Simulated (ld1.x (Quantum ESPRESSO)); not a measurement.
## carbon: excitation energies, all-electron against TM

carbon (C), norm-conserving Troullier–Martins (Kleinman–Bylander form), made with ld1.x (Quantum ESPRESSO) 7.5 (PBEsol, scalar-relativistic). Core [He], reference 2s2 2p2. Waves: 2s (bound): rc 0.95 bohr; 2p (bound): rc 2.55 bohr. Local part: all-electron potential smoothed inside 2.50 bohr (lloc = -1). Core correction: Bessel-smoothed model core, default radius (core density twice the valence density).

Energies are relative to the spin-unpolarised reference configuration 2s2 2p2; without spin polarisation the order of configurations can differ from experiment. The frozen-core shift is the all-electron ΔE with the core orbitals held at their reference shape minus the fully relaxed ΔE.

```csv
valence configuration,charge,ΔE all-electron (eV),error AE − PS (meV),frozen-core shift (meV)
2s2 2p1,+1,10.789,+72,+0.3
2s2 2p0,+2,34.807,+677,+3.9
2s1 2p3,0,8.427,-16,+0.4
2s1 2p2,+1,19.502,-78,+0.8
2s2 2p1.5,+0.5,3.933,+9.6,0.0
2s0 2p4,0,16.873,-63,+1.5
```

Q: What are ΔE and the potential's error for 2s1 2p0?

A: ΔE = 82.771 eV all-electron; the error (AE − PS) is +1356 meV.

Levels in the configuration 2s1 2p0:

| level | all-electron (eV) | pseudo (eV) |
| --- | --- | --- |
| 2s | -55.834 | -55.096 |
